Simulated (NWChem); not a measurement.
## Ionisation of C₂H₄NO (-1)

```
N
C 1 1.3161
O 2 1.2507 1 130.78
C 1 1.4336 2 112.73 3 0.35
H 4 1.1102 1 110.78 2 167.79
H 4 1.1151 5 107.59 1 125.28
H 4 1.1182 5 106.00 6 110.56
H 2 1.1363 3 117.74 1 179.64
```
Charge -1, spin multiplicity 1.

All runs are NWChem calculations. The geometry was optimised at PBE0/def2-SVP, a minimum by its harmonic frequencies. It is one conformer; others weren't searched.

Basis set: def2-TZVPD. −ε marks an orbital energy of the parent.

The cost column gives rough processor time relative to −ε(HOMO) of PBE; each entry includes its own SCF.

GW and range-separated runs recompute their integrals, the others keep them in memory, which bears on the times. The spin multiplicity of the parent species was assumed, not shown to be that of its ground state. The structure started from a generated list of species. The anion's geometry comes from a basis without diffuse functions.

```csv
method,first vertical ionisation energy (eV),relative cost
−ε(HOMO) of HF,___,under 3
−ε(HOMO) of PBE,___,1
G0W0@PBE0,___,under 3
G0W0@PBE,___,under 3
G0W0@LDA (SVWN5),2.26,under 3
```

**Question.** What belongs in the gaps?

**Answer.** 
- −ε(HOMO) of HF, first vertical ionisation energy (eV): 3.48
- −ε(HOMO) of PBE, first vertical ionisation energy (eV): -0.50
- G0W0@PBE0, first vertical ionisation energy (eV): 2.49
- G0W0@PBE, first vertical ionisation energy (eV): 2.13
